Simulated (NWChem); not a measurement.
Molecule: SiNH$_{2}$ClF$_{2}$; SMILES [Si](F)(F)(N)Cl

```xyz
7

N      0.1059     1.1682     1.4470
Si    -0.0029     0.3388    -0.0162
F     -1.3719     0.7418    -0.7470
F      1.2401     0.7566    -0.9386
Cl     0.0104    -1.7022     0.0749
H     -0.6844     1.2417     2.0759
H      0.9936     1.2892     1.9191
```
Atoms are numbered in this order, from 1.

Results from NWChem. Pople sets run with spherical d functions. Coordinates come from a PBE0/def2-SVP optimisation. Vertical excitations in the gas phase; the lowest state need not have the same character in each row.

```json
[
 {"level": "PBE/6-31+G*, full TDDFT", "lowest excitation, singlet (eV)": "6.03", "oscillator strength of that lowest state": "0.048", "orbital gap (eV)": "5.87"},
 {"level": "B3LYP/6-31+G*, full TDDFT", "lowest excitation, singlet (eV)": "6.50", "oscillator strength of that lowest state": "0.057", "orbital gap (eV)": "7.52"},
 {"level": "BHandHLYP/6-31+G*, full TDDFT", "lowest excitation, singlet (eV)": "7.18", "oscillator strength of that lowest state": "0.065", "orbital gap (eV)": "9.96"},
 {"level": "PBE0/6-31+G*, full TDDFT", "lowest excitation, singlet (eV)": "6.79", "oscillator strength of that lowest state": "0.061", "orbital gap (eV)": "8.11"}
]
```
